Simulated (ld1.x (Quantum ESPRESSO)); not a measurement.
**Sb: one change to an ultrasoft potential, before and after**

- Element: Sb
- Generator: ld1.x (Quantum ESPRESSO) 7.5
- Type: ultrasoft
- Functional: PBE
- Relativity: scalar-relativistic
- Frozen core: [Kr]
- Valence charge: 15
- Reference configuration: 4d10 5s2 5p2 (charge +1)
- Partial waves: 5s (bound): rcut 1.40, rcutus 1.90 bohr; 5s channel at 2.65 Ry: rcut 1.40, rcutus 1.90 bohr; 5p (bound): rcut 1.60, rcutus 1.95 bohr; 5p channel at -0.25 Ry: rcut 1.60, rcutus 1.95 bohr; 4d (bound): rcut 1.10, rcutus 1.20 bohr; 4d channel at -2.7 Ry: rcut 1.10, rcutus 1.20 bohr
- Local potential: all-electron potential smoothed inside 0.90 bohr (lloc = -1)
- Core correction: none
- Augmentation charge: PSQ, inside the norm-conserving radii

Change: waves 5p (bound): rcut 1.60, rcutus 2.94 bohr; 5p channel at -0.25 Ry: rcut 1.60, rcutus 2.94 bohr.

Cutoffs: the cutoffs (Ry, on a coarse ladder) from which the occupation-weighted sum of valence levels, in a spherical-Bessel basis at the reference potential, stays within 10 and 1 mRy of its value at 400 Ry; they do not see the model core or the augmentation charge, which bear on the density cutoff. Errors are all-electron minus pseudo energies relative to the spin-unpolarised reference configuration.

Question: What does the change do?

Answer: The bound ghosts move from p, s to s; of the 7 tests that both files solve, the error grows in 1 and shrinks in 4 by more than 15 % and 0.3 meV (median size 2.8 → 2.6 meV).

```tsv
quantity	base	changed
cutoffs, loose and tight	100 Ry, 180 Ry	not determined
bound ghosts	s, p	s (p not tested, overlap not positive)
error for 4d10 5s2 5p3, meV [ΔE -8.32 eV]	+2.4	+2.6
error for 4d10 5s2 5p1, meV [ΔE 15.97 eV]	-2.8	-1.6
error for 4d10 5s2 5p0, meV [ΔE 40.38 eV]	+0.4	+7.7
error for 4d9 5s2 5p4, meV [ΔE 22.80 eV]	+22	+0.3
error for 4d10 5s2 5p2.5, meV [ΔE -5.05 eV]	+1.4	+1.5
error for 4d10 5s0 5p5, meV [ΔE 8.11 eV]	+12	+5.6
error for 4d10 5s1 5p4, meV [ΔE -0.21 eV]	+4.7	+2.7
lowest overlap eigenvalue by channel	s 0.26, p 0.53, d 0.95	s 0.26, p -0.01, d 0.95
```

Changed file: the overlap operator is not positive definite in a basis up to 400 Ry (lowest eigenvalue p -0.01), so the file is unfit for use: the generalised eigenproblem breaks down once the basis is large enough, and its test numbers describe a broken file. A true bound ghost makes a file unfit for plane-wave use even where its test errors are small: the radial tests pick states by their node count and pass the ghost by.
